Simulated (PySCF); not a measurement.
Computed IR spectrum (relative IR intensity) of a molecule C4H8ClF. Geometry: PBE-D3(BJ)/def2-SVP. One conformer was computed; it need not be the lowest. Method: PBE-D3(BJ)/def2-SVP (PySCF). Frequencies are harmonic and unscaled.

```tsv
ν (cm⁻¹)	relative intensity
303	5.1
384	2.2
495	7.5
737	3.4
754	100
839	16
888	3.4
953	34
1043	9.0
1075	14
1111	25
1114	77
1189	14
1219	3.3
1267	16
1331	9.3
1349	8.8
1355	15
1399	2.9
1421	8.3
1433	4.8
2965	14
2968	29
2985	11
3003	25
3044	6.2
3055	42
3064	22
```

Question: Which molecule gave these data?
(A) C[C@H](F)[C@H](C)Cl
(B) CCC[C@@H](F)Cl
(C) CC(C)[C@H](F)Cl
(D) CC[C@@H](F)CCl

Answer: B, CCC[C@@H](F)Cl
